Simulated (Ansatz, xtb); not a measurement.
# CH4BrSi+: which of two structures lies lower

We compare a, a singlet given by its coordinates, with b, a singlet given by its coordinates. Both are isolated ions in the gas phase, relaxed with r2SCAN-D4/def2-SVP.

a (Å):

```yaml
atoms:
  - { symbol: C, position_ang: [-0.0539, -1.1660, -0.9254] }
  - { symbol: Br, position_ang: [-0.2107, 0.7740, -0.4930] }
  - { symbol: Si, position_ang: [-0.1725, 1.1365, 1.8911] }
  - { symbol: H, position_ang: [-0.9196, -1.6521, -0.4639] }
  - { symbol: H, position_ang: [0.9093, -1.4918, -0.5196] }
  - { symbol: H, position_ang: [-0.0853, -1.1891, -2.0217] }
  - { symbol: H, position_ang: [-0.0361, -0.3742, 2.0553] }
```

Close contacts (Å): C1–Br2 1.99, Br2–Si3 2.41, C1–H4 1.09, C1–H5 1.09, C1–H6 1.10, Si3–H7 1.53.

b (Å):

```xyz
7

C    -2.2096   -0.7881    0.8721
Br   -2.0631    1.2345    0.5416
Si   -1.8265   -0.5913   -0.9265
H    -3.2338   -0.9847    1.2157
H    -1.4254   -1.0540    1.5932
H    -2.9479   -0.6030   -1.8831
H    -0.4204   -0.6997   -1.3554
```

Close contacts (Å): C1–Br2 2.05, C1–Si3 1.85, Br2–Si3 2.35, C1–H4 1.10, C1–H5 1.10, Si3–H6 1.47, Si3–H7 1.47.

Quicker runs give these differences E(b) − E(a): GFN2-xTB −10.9 kcal/mol; HF/STO-3G −2.4 kcal/mol (at GFN2-xTB geometries); r2SCAN-D4/def2-SVP//GFN2-xTB −19.2 kcal/mol.

Q: Estimate E(b) − E(a) at the level CCSD(T)/def2-TZVP.

A: Calculated at CCSD(T)/def2-TZVP: E(b) − E(a) = −19.2 kcal/mol, so structure b lies lower.

How the difference moves with the method:

| level | geometry | E(b) − E(a) (kcal/mol) | departure from the last row (kcal/mol) | job, with rough time for the two |
| --- | --- | --- | --- | --- |
| GFN2-xTB | GFN2-xTB | −10.9 | +8.3 | optimisation, 0.79 s |
| HF/STO-3G | GFN2-xTB | −2.4 | +16.8 | single point, 1.4 s |
| r2SCAN-D4/def2-SVP//GFN2-xTB | GFN2-xTB | −19.2 | 0.0 | single point, 9.9 s |
| r2SCAN-D4/def2-SVP | r2SCAN-D4/def2-SVP | −21.7 | −2.5 | optimisation, 4.6 min |
| HF/def2-TZVP | r2SCAN-D4/def2-SVP | −17.8 | +1.4 | part of the CCSD(T) run |
| MP2/def2-TZVP | r2SCAN-D4/def2-SVP | −23.0 | −3.8 | part of the CCSD(T) run |
| CCSD(T)/def2-TZVP | r2SCAN-D4/def2-SVP | −19.2 |  | single point, 2.7 min |

The levels shown agree on the order. The largest departure from CCSD(T)/def2-TZVP is that of HF/STO-3G, 16.8 kcal/mol.

With harmonic frequencies from r2SCAN-D4/def2-SVP (ideal gas, rigid rotor, one conformer each, 298.15 K, 1 atm): on the last row, ΔE + ΔZPE = −19.8 kcal/mol. A mode under 50 cm⁻¹ makes harmonic enthalpies and free energies unreliable, so none is given.

The correlated steps freeze 15 core orbitals; the filled d shell of Br is correlated, in a basis made for valence electrons. Programs: Ansatz 0.2.0, xtb 6.7.1; the last row on 1 thread of AMD EPYC (Zen 3) on a shared host.
